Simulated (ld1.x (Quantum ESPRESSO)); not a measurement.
vanadium (V): excitation energies, all-electron against TM

vanadium, norm-conserving Troullier–Martins (Kleinman–Bylander form), made with ld1.x (Quantum ESPRESSO) 7.5 (LDA (PZ), scalar-relativistic). Core [Ne], reference 3s2 3p6 3d3 4s2 4p0. Waves: 3s (bound): rc 1.45 bohr; 3p (bound): rc 1.25 bohr; 3d (bound): rc 2.15 bohr. Local part: the d channel. Core correction: none.

Occupied shells without a wave of their own: 4s. They enter only through the test configuration that unscreens the potential.

Energies are relative to the spin-unpolarised reference configuration 3s2 3p6 3d3 4s2 4p0; without spin polarisation the order of configurations can differ from experiment. Spin-polarised rows fill each open shell by Hund’s rule, majority spin first. The frozen-core shift is the all-electron ΔE with the core orbitals held at their reference shape minus the fully relaxed ΔE.

```
               valence configuration  charge  ΔE all-electron (eV)  error AE − PS (meV)  frozen-core shift (meV)
                 3s2 3p6 3d3 4s1 4p0      +1                 7.941                 -430                     +0.6
                 3s2 3p6 3d3 4s0 4p0      +2                22.486                -1425                     +1.5
                 3s2 3p6 3d2 4s0 4p0      +3                51.645                -2757                     -1.2
               3s2 3p6 3d3 4s1.5 4p0    +0.5                 3.180                 -172                     +0.3
                 3s2 3p6 3d3 4s0 4p1      +1                12.118                -1517                     +0.7
3s2 3p6 3d3 4s2 4p0 (spin-polarised)       0                -1.628                 +163                     +2.7
3s2 3p6 3d3 4s1 4p0 (spin-polarised)      +1                 5.572                 -208                     +3.4
```

Task: What are ΔE and the potential's error for 3s2 3p6 3d2 4s2 4p1?

Result: ΔE = 5.910 eV all-electron; the error (AE − PS) is -47 meV.

Task: What are ΔE and the potential's error for 3s2 3p6 3d3 4s1 4p1?

Result: ΔE = 3.409 eV all-electron; the error (AE − PS) is -587 meV.

Levels in the configuration 3s2 3p6 3d3 4s0 4p1:

```tsv
level	all-electron (eV)	pseudo (eV)
3s	-78.767	-80.644
3p	-52.892	-54.630
3d	-14.078	-15.429
4p	-7.667	-7.670
```

These tests converged, but a pseudo level misses the all-electron one widely, so the file describes the atom poorly there or has found another state: 3s2 3p6 3d2 4s0 4p0: empty 4s by 3.5 eV. The 4s level has no wave, so the channel is fitted at the deeper level alone: the likely source of the large errors. A variational frozen-core shift is positive and of second order in the change. This column holds negative values, so the frozen-core run of ld1.x carries numerical noise or an error of first order here, and the column gives no more than the rough size of the effect.

The potential misses its own reference levels by up to 0.3 eV.
